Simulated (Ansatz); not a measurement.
Stepwise reaction of `[F][SnH3]` with methanol, as a gas-phase model of exchange steps in deposition or etching. ΔE in kJ/mol.

Gas-phase electronic energies from Ansatz, PBE0-D4/def2-TZVP geometries. CCSD(T)/CBS adds triple-zeta CCSD(T) − MP2 to the extrapolated MP2 energy (def2 sets, frozen cores). This one scheme is used for every species. Functionals use def2-TZVPP. B3LYP here is the variant with VWN-RPA as its local correlation; programs differ in this. Elements past krypton have def2 core potentials. For Sn outer-core shells are correlated without core-valence functions, which leaves a few kJ/mol of doubt a bond. One conformer a species, not always the lowest.

| step | reaction | PBE-D4 | B3LYP-D4 | ωB97M-V | CCSD(T)/CBS |
| --- | --- | --- | --- | --- | --- |
| 1 | `[F][SnH3]` + CH₃OH → `C[O][SnH2][F]` + H₂ | -7.1 | -7.6 | -3.3 | -13.0 |

Q: Give the row of step 2, `C[O][SnH2][F]` + CH₃OH → `C[O][SnH]([F])[O]C` + H₂. (Estimate.)

A: Ansatz gave: 
| step | reaction | PBE-D4 | B3LYP-D4 | ωB97M-V | CCSD(T)/CBS |
| --- | --- | --- | --- | --- | --- |
| 2 | `C[O][SnH2][F]` + CH₃OH → `C[O][SnH]([F])[O]C` + H₂ | -5.1 | -6.6 | -2.8 | -12.3 |

Q: By hand: ΔE of the 2 steps together at CCSD(T)/CBS.

A: (-13.0) + (-12.3) = -25.3 kJ/mol, or -12.7 kJ/mol a step.

In ΔE the steps differ by no more than 0.7 kJ/mol. All are downhill at CCSD(T)/CBS. PBE-D4 differs from CCSD(T)/CBS by 5.9 to 7.2 kJ/mol a step. Isolated molecules leave out the surface, adducts and barriers. Largest T1 diagnostic: 0.014.
